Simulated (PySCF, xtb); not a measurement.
C2H7FOSi2, SMILES C=C[Si@H](F)[SiH2]O.

GFN2-xTB run with xtb at its own geometry gives an orbital gap of 3.69 eV and a dipole moment of 0.53 D.

Geometry optimised at ωB97X-D3(BJ)/def2-SVP. The structure was generated by enumeration; whether it is a known compound was not checked. The values are those of a single conformer.

What does PBE/def2-TZVP (PySCF) give? (Estimate from the structure and the level; the computed values follow.)

gap 4.41 eV (levels -6.36 and -1.95 eV), dipole 1.12 D.
